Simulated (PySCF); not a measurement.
Spectrum to structure. Level of theory: TDDFT CAM-B3LYP/def2-SVPD, vertical, gas phase, core orbitals frozen in the response in PySCF. Geometries: GFN2-xTB, one conformer each.

```
state  E (eV)       f
   S1   10.78   0.091
   S2   10.78   0.091
   S3   11.49   0.058
   S4   11.51  0.0001
   S5   11.63   0.068
   S6   11.63   0.068
   S7   11.76  0.0076
   S8   11.77  0.0071
```

Triplets computed (Tamm–Dancoff): 9.79, 9.80 eV.

Orbital energies (eV): HOMO-3 -14.34, HOMO-2 -14.33, HOMO-1 -13.90, HOMO -13.23, LUMO 1.20, LUMO+1 1.36, LUMO+2 1.37.

Question: Which candidate is it?
A. `FPF` (F2HP)
B. `F[SiH](F)F` (F3HSi)
C. `FP(F)P` (F2H2P2)

Answer: B. Its S1, at 10.78 eV, is the highest among the candidates; the nearest of the others has S1 at 5.89 eV. Löwdin shares by element: HOMO hydrogen 31%, silicon 28%, fluorine 28% or more; LUMO silicon 71%, fluorine 25%. At the same level the other candidates give, for their lowest levels:
- `FPF`: 5.89 eV (f 0.031); 6.84 eV (f 0.098); 8.22 eV (f 0.126); 9.66 eV (f 0.005); 9.69 eV (f 0.058); T1 4.63 eV; HOMO -9.88, LUMO 0.06 eV
- `FP(F)P`: 5.02 eV (f 0.014); 6.17 eV (f 0.325); 6.71 eV (f 0.040); 6.77 eV (f 0.006); 7.22 eV (f 0.001); T1 4.13 eV; HOMO -8.75, LUMO 0.12 eV
